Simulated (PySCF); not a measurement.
## Bond energies at PBE/def2-TZVPP beside a composite method

PySCF, lowest determinants of a PBE0 search. The composite is CCSD(T) extrapolated to the basis-set limit from two correlation-consistent sets, with core-valence (CV) and scalar-relativistic (SR) terms as its label shows; it has no spin–orbit coupling and nothing beyond (T).

| species | state (unpaired electrons) | De PBE (eV) | De composite (eV) | composite | dissociates to |
| --- | --- | --- | --- | --- | --- |
| CdO | triplet (σ ↑, π ↑) | 1.20 | 0.87 | CCSD(T)/CBS(DT) | Cd + O |
| InCl | singlet (closed shell) | 4.69 | 4.61 | CCSD(T)/CBS(DT)+CV | In + Cl |
| AlI | singlet (closed shell) | 4.01 | 4.05 | CCSD(T)/CBS(TQ)+CV | Al + I |
| NaB | triplet (σ ↑, π ↑) | 1.06 | 0.78 | CCSD(T)/CBS(DT)+CV+SR | Na + B |
| CaS | singlet (closed shell) | 3.99 | 3.26 | CCSD(T)/CBS(DT)+CV | Ca + S |
| HgBr | doublet (σ ↑) | 0.94 | 0.72 | CCSD(T)/CBS(DT) | Hg + Br |
| CaF | doublet (σ ↑) | 5.91 | 5.51 | CCSD(T)/CBS(DT)+CV | Ca + F |
| HF | singlet (closed shell) | 6.12 | 6.16 | CCSD(T)/CBS(TQ)+CV+SR | H + F |

Q: Does PBE bind more or less than the composite, by how much on average, and where is the difference largest?

A: PBE/def2-TZVPP binds more on average, method and basis taken together: the mean signed difference is +0.25 eV and the mean absolute one 0.27 eV; it is largest for CaS (+0.73 eV).

The molecules are drawn from runs that passed checks on state, spin purity and fit, so the hardest cases are missing and the errors look smaller than over all diatomics.

Correlated steps freeze the inner cores (1 to 14 orbitals); shallow outer-core shells are correlated. These are scalar-relativistic numbers at best; spin–orbit coupling would shift them, the dissociation energy most. Where the molecule has an RHF reference, its open-shell atoms are computed with UHF. The CCSD T1 diagnostic is raised in CaS, CdO, HgBr, a sign that a single reference may not be enough there. States were picked by a PBE0 search and need not be the measured ground states.
